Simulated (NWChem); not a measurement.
System: C₂H₇BFN; SMILES CCB(N)F

Input file for NWChem:

```
start job
memory heap 200 mb stack 900 mb global 1100 mb
geometry units angstroms noautoz
  B      0.021825     0.567774    -0.052593
  F     -1.291642     0.820049     0.155896
  C      0.456667    -0.883583    -0.501736
  C     -0.136902    -1.998443     0.382810
  H      1.550724    -0.976516    -0.539263
  H      0.109746    -1.035298    -1.536055
  H     -1.229324    -1.926868     0.421017
  H      0.231664    -1.929589     1.413631
  H      0.121465    -2.995311     0.006770
  N      0.918285     1.629733     0.144042
  H      0.613944     2.554162     0.417914
  H      1.915351     1.540519     0.019191
end
basis spherical
  * library def2-tzvp
end
dft
  xc b3lyp
  iterations 150
  semidirect filesize 400000000
  mulliken
end
task dft energy
```

The geometry was optimised at B3LYP/6-31G* (spherical d). B3LYP is NWChem's, with the RPA form of VWN correlation.

Question: What results follow from this input? (B3LYP/def2-TZVP.) Quantities: energy (Ha); highest occupied level (eV); orbital gap (eV); dipole (D).

Answer: 
| Quantity | Value |
|---|---|
| energy (Ha) | -260.11 |
| highest occupied level (eV) | -8.02 |
| orbital gap (eV) | 8.46 |
| dipole (D) | 2.19 |
